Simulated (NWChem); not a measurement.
C₂H₇NOSi; SMILES OC/C=N/[SiH3]

```xyz
12

O      0.4817     2.8317     0.0840
C     -0.4922     1.8417    -0.0842
C      0.0927     0.4577    -0.1904
N     -0.5206    -0.5793     0.1934
Si     0.0843    -2.2179     0.0487
H      0.8702     2.7251     0.9584
H     -1.2727     1.8392     0.6999
H     -1.0038     2.0580    -1.0394
H      1.1081     0.4488    -0.6541
H      0.1255    -2.8241     1.4112
H     -0.8649    -2.9954    -0.7994
H      1.4567    -2.2732    -0.5613
```
Atoms are numbered in this order, from 1.

Program: NWChem. Pople sets run with spherical d functions. All runs use the structure optimised with PBE0/def2-SVP. Not confirmed as a minimum by frequencies. GIAO values for the isolated, static molecule; σ is the absolute isotropic shielding, δ = σ(reference) − σ with the isolated reference molecule computed at the same levels (13C: tetramethylsilane, 1H: tetramethylsilane, 17O: water, 29Si: tetramethylsilane).

Question: Predict the results for Hartree-Fock/6-31G*. Quantities: δ O1 (ppm); δ C2 (ppm); δ C3 (ppm); δ Si5 (ppm); δ H6 (ppm); δ H7 (ppm); δ H8 (ppm).

Answer: The δ O1 (ppm) comes out as -1.4 and the δ C2 (ppm) comes out as 62.2. The δ C3 (ppm) is 177.9 and the δ Si5 (ppm) is -26.7. The δ H6 (ppm) is 0.51 and the δ H7 (ppm) is 3.98. The δ H8 (ppm) is 4.06.
